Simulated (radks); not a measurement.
The mean radii <r> (bohr) of the occupied orbitals of an atom or ion are listed with their occupations. All-electron calculation, Dirac Kohn-Sham, BLYP, spin-unpolarised, spherical densities, finite nucleus; Fermi nuclear charge, rms radius of each element as measured or else 0.836 A^(1/3) + 0.57 fm. Program: a radial shooting solver on a logarithmic mesh with Libxc functionals.

orbital  occ.      <r>
1s1/2       2  0.01659
2s1/2       2  0.06923
2p1/2       2  0.05690
2p3/2       4  0.06556
3s1/2       2   0.1784
3p1/2       2   0.1686
3p3/2       4   0.1837
3d3/2       4   0.1596
3d5/2       6   0.1642
4s1/2       2   0.3640
4p1/2       2   0.3604
4p3/2       4   0.3834
4d3/2       3   0.3719

Name the element and its charge. Open shells, if any, fill j = l - 1/2 first.

Answer. Z = 80, mercury, charge +41: Hg41+ in [Kr] 4d3. The 1s radius gives Z: for a bare nucleus <r> = (2 gamma + 1)/(2Z) with gamma = sqrt(1 - (Z/c)^2), 0.0164 bohr for Z = 80, and screening makes it slightly larger (0.01659 here). The occupations add up to 39, and the charge is Z minus that.
